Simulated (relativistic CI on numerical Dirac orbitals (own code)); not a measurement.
# Level scheme of Ne4+

These numbers are calculated, not measured: Dirac-Coulomb-Breit CI, KLI orbitals optimised for each configuration, model QED (radiative potential, 1s self-energy scaled to tabulated hydrogen-like ionisation energies), valence Slater integrals scaled by 0.85, P86 correlation energy added to each configuration (own radial code, finite nucleus).

CI space (outside the closed core 1s2): 2s2.2p2, 2s.2p3, 2p4, 2s2.2p.3s, 2s2.2p.3p, 2s2.2p.3d, 2p3.3s, 2p3.3p, 2s.2p2.3s, 2p3.3d, 2s2.2p.4s, 2s.2p2.3p, 2s2.2p.4p, 2s2.2p.4d, 2s2.2p.4f, 2s.2p2.3d. Levels of other configurations are missing.

```csv
No.,Configuration,Term,J,E (cm⁻¹),%,Lifetime (s),jj configuration (%)
41,2s2.2p.3d,3D°,3,699129,96,7.42e-12,2p3/2 3d5/2 (67)
42,2s.2p2.3s,5P,1,699737,100,7.82e-11,2s 2p1/2 2p3/2 3s (42)
43,2s.2p2.3s,5P,2,700163,100,7.80e-11,2s 2p1/2 2p3/2 3s (83)
44,2s.2p2.3s,5P,3,700728,100,7.79e-11,2s 2p3/2^2 3s (66)
45,2s2.2p.3d,3P°,2,701356,92,1.26e-11,2p3/2 3d5/2 (49)
46,2s2.2p.3d,3P°,1,701696,94,1.28e-11,2p3/2 3d3/2 (64)
47,2s2.2p.3d,3P°,0,701876,96,1.29e-11,2p3/2 3d3/2 (96)
48,2s2.2p.3d,1P°,1,710637,96,9.70e-12,2p3/2 3d5/2 (63)
49,2s2.2p.3d,1F°,3,710757,96,6.37e-12,2p3/2 3d3/2 (40)
50,2s.2p2.3s,3P,0,721656,94,3.90e-11,2s 2p1/2^2 3s (42)
51,2s.2p2.3s,3P,1,722008,94,3.90e-11,2s 2p1/2 2p3/2 3s (75)
52,2s.2p2.3s,3P,2,722632,94,3.89e-11,2s 2p3/2^2 3s (57)
53,2s.2p2.3p,3S°,1,742780,98,2.37e-11,2s 2p3/2^2 3p3/2 (32)
54,2s.2p2.3p,5D°,0,745296,100,3.74e-09,2s 2p1/2^2 3p1/2 (38)
55,2s.2p2.3p,5D°,1,745417,100,3.68e-09,2s 2p1/2 2p3/2 3p1/2 (42)
56,2s.2p2.3p,5D°,2,745658,100,3.76e-09,2s 2p1/2 2p3/2 3p1/2 (45)
57,2s.2p2.3p,5D°,3,746019,100,3.77e-09,2s 2p1/2 2p3/2 3p3/2 (59)
58,2s.2p2.3p,5D°,4,746487,100,3.75e-09,2s 2p3/2^2 3p3/2 (66)
59,2s.2p2.3p,5P°,1,749411,100,2.49e-09,2s 2p1/2 2p3/2 3p1/2 (44)
60,2s.2p2.3p,5P°,2,749614,100,3.02e-09,2s 2p1/2 2p3/2 3p3/2 (28)
61,2s.2p2.3p,5P°,3,749976,100,2.91e-09,2s 2p1/2 2p3/2 3p3/2 (42)
62,2s.2p2.3p,3D°,1,761274,99,2.83e-11,2s 2p1/2 2p3/2 3p3/2 (49)
63,2s.2p2.3p,3D°,2,761601,99,2.83e-11,2s 2p1/2 2p3/2 3p3/2 (49)
64,2s.2p2.3p,3D°,3,762080,99,2.82e-11,2s 2p3/2^2 3p3/2 (37)
65,2s.2p2.3p,5S°,2,764223,100,1.27e-09,2s 2p1/2 2p3/2 3p3/2 (36)
66,2s.2p2.3p,3P°,0,768472,99,3.20e-11,2s 2p1/2 2p3/2 3p3/2 (69)
67,2s.2p2.3p,3P°,1,768601,99,3.19e-11,2s 2p1/2 2p3/2 3p3/2 (37)
68,2s.2p2.3p,3P°,2,768851,99,3.18e-11,2s 2p1/2 2p3/2 3p3/2 (31)
69,2s.2p2.3s,3D,3,778747,97,3.51e-11,2s 2p1/2 2p3/2 3s (64)
70,2s.2p2.3s,3D,2,778765,97,3.52e-11,2s 2p1/2 2p3/2 3s (65)
71,2s.2p2.3s,3D,1,778776,97,3.52e-11,2s 2p1/2 2p3/2 3s (65)
72,2s.2p2.3d,5F,1,792353,100,3.23e-09,2s 2p1/2 2p3/2 3d3/2 (42)
73,2s.2p2.3d,5F,2,792482,100,3.20e-09,2s 2p1/2 2p3/2 3d3/2 (50)
74,2s.2p2.3d,5F,3,792679,100,3.18e-09,2s 2p1/2 2p3/2 3d3/2 (41)
75,2s.2p2.3s,1D,2,792788,97,6.37e-11,2s 2p1/2 2p3/2 3s (65)
76,2s.2p2.3d,5F,4,792945,100,3.23e-09,2s 2p1/2 2p3/2 3d5/2 (54)
77,2s.2p2.3d,5F,5,793279,100,3.32e-09,2s 2p3/2^2 3d5/2 (66)
78,2s.2p2.3d,5D,0,797509,100,2.46e-09,2s 2p1/2 2p3/2 3d3/2 (82)
79,2s.2p2.3d,5D,1,797525,100,1.20e-09,2s 2p1/2 2p3/2 3d3/2 (58)
80,2s.2p2.3d,5D,2,797564,99,6.61e-10,2s 2p1/2 2p3/2 3d3/2 (28)
81,2s.2p2.3d,5D,3,797649,98,5.13e-10,2s 2p1/2 2p3/2 3d5/2 (24)
82,2s.2p2.3d,5D,4,797825,100,2.76e-09,2s 2p1/2 2p3/2 3d5/2 (51)
83,2s.2p2.3d,5P,3,801269,98,6.89e-12,2s 2p1/2 2p3/2 3d5/2 (48)
84,2s.2p2.3d,5P,2,801549,98,6.86e-12,2s 2p3/2^2 3d3/2 (30)
85,2s.2p2.3d,5P,1,801721,99,6.83e-12,2s 2p3/2^2 3d3/2 (52)
86,2s.2p2.3d,3P,2,804485,99,1.71e-11,2s 2p1/2 2p3/2 3d5/2 (30)
87,2s.2p2.3d,3P,1,804890,99,1.70e-11,2s 2p3/2^2 3d5/2 (44)
88,2s.2p2.3d,3P,0,805093,99,1.70e-11,2s 2p3/2^2 3d5/2 (64)
89,2s.2p2.3d,3F,2,810145,100,1.45e-11,2s 2p1/2 2p3/2 3d5/2 (47)
90,2s.2p2.3d,3F,3,810503,100,1.44e-11,2s 2p1/2 2p3/2 3d5/2 (40)
91,2s.2p2.3d,3F,4,810971,100,1.44e-11,2s 2p3/2^2 3d3/2 (35)
92,2s2.2p.4s,3P°,0,811398,94,7.44e-11,2p1/2 4s (94)
93,2s2.2p.4s,3P°,1,811716,91,7.24e-11,2p1/2 4s (76)
94,2s2.2p.4s,3P°,2,812660,93,7.51e-11,2p3/2 4s (93)
95,2s2.2p.4s,1P°,1,815482,94,3.48e-11,2p3/2 4s (78)
96,2s.2p2.3d,3D,1,819898,100,1.12e-11,2s 2p1/2 2p3/2 3d5/2 (63)
97,2s.2p2.3d,3D,2,820007,100,1.11e-11,2s 2p3/2^2 3d5/2 (34)
98,2s.2p2.3d,3D,3,820182,100,1.11e-11,2s 2p1/2 2p3/2 3d3/2 (35)
99,2s.2p2.3s,3S,1,820308,86,3.19e-11,2s 2p3/2^2 3s (56)
100,2s.2p2.3p,3F°,2,825364,98,5.05e-10,2s 2p1/2 2p3/2 3p1/2 (55)
101,2s.2p2.3p,3F°,3,825436,99,5.77e-10,2s 2p1/2 2p3/2 3p3/2 (36)
102,2s.2p2.3p,3F°,4,825530,99,5.95e-10,2s 2p1/2 2p3/2 3p3/2 (65)
103,2s2.2p.4p,1P,1,827032,87,6.98e-11,2p3/2 4p3/2 (43)
104,2s.2p2.3p,1D°,2,827592,95,1.84e-11,2s 2p1/2 2p3/2 3p3/2 (40)
105,2s.2p2.3p,1F°,3,830375,98,1.77e-11,2s 2p1/2 2p3/2 3p3/2 (47)
106,2s2.2p.4p,3D,1,831046,97,3.72e-10,2p1/2 4p1/2 (65)
107,2s2.2p.4p,3D,2,831432,97,3.91e-10,2p1/2 4p3/2 (60)
108,2s.2p2.3p,3D°,1,831714,100,2.56e-10,2s 2p1/2 2p3/2 3p1/2 (34)
109,2s.2p2.3p,3D°,2,831733,100,2.61e-10,2s 2p1/2 2p3/2 3p3/2 (42)
110,2s.2p2.3p,3D°,3,831747,99,2.59e-10,2s 2p1/2 2p3/2 3p3/2 (55)
```

Energies count from the lowest computed level; ° marks odd parity; lifetimes are radiative, by E1, M1, E2 decay to levels of this space only. Filled j subshells are mostly left out of the jj labels.

The mean weight of the leading LS term, summed over parents, in these 70 levels is 98 %, and that of the leading jj configuration (from the same eigenvectors) 52 %, so LS coupling describes them better.

At this charge configurations can still be misplaced by up to about 7 % of their energy. 42 of the 44 excited levels that our extract of the measured tables holds in this range could be paired (the sources list more); they are missed by 3302 cm⁻¹ on average and 11375 at most, and levels without a partner can miss by more.
